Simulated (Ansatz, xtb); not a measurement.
Relaxing a trial structure of CH3BBrMg

The starting geometry of this gas-phase doublet was built from a drawn formula by distance geometry and a force field; its bonds are those of `[CH3][Mg][B]Br`.

```yaml
atoms:
  - { symbol: C, position_ang: [-0.5861, -1.2133, 1.8895] }
  - { symbol: B, position_ang: [1.4203, 2.0415, 4.1893] }
  - { symbol: Br, position_ang: [3.2783, 2.6282, 3.6573] }
  - { symbol: Mg, position_ang: [0.4365, 0.4143, 3.0003] }
  - { symbol: H, position_ang: [-0.4985, -0.9577, 0.8429] }
  - { symbol: H, position_ang: [-1.6475, -1.2713, 2.2271] }
  - { symbol: H, position_ang: [0.0018, -2.1458, 2.0851] }
```

Problem. Predict what becomes of its bonds when it is optimised with r2SCAN-D4/def2-SVP.

Solution. It keeps its bonds, and is `[CH3][Mg][B]Br`.

The energy falls by 0.32 eV over 10 steps:

```json
{"step": "1", "E − E(last) (eV)": "0.317"}
{"step": "2", "E − E(last) (eV)": "0.111"}
{"step": "3", "E − E(last) (eV)": "0.064"}
{"step": "4", "E − E(last) (eV)": "0.040"}
{"step": "5", "E − E(last) (eV)": "0.023"}
{"step": "6", "E − E(last) (eV)": "0.001"}
{"step": "7", "E − E(last) (eV)": "0.000"}
{"step": "8", "E − E(last) (eV)": "0.000"}
{"step": "9", "E − E(last) (eV)": "0.000"}
{"step": "10", "E − E(last) (eV)": "0.000"}
```

Final geometry (Å):

```xyz
7

C    -0.6009   -1.2021    1.9162
B     1.7605    1.8641    3.7867
Br    3.1489    3.0621    4.1997
Mg    0.6382    0.2693    2.7396
H    -0.7093   -1.0948    0.8221
H    -1.6220   -1.1816    2.3371
H    -0.2106   -2.2211    2.0901
```

From the same start GFN2-xTB ends elsewhere, differing in Br3–Mg4 (3.09 against 4.03 Å here).

No frequencies were run, so the end isn't proven a minimum. Open shells are spin-unrestricted. Run with Ansatz 0.2.0, 2.7 min on 2 threads of Arm Neoverse V1 (shared host).
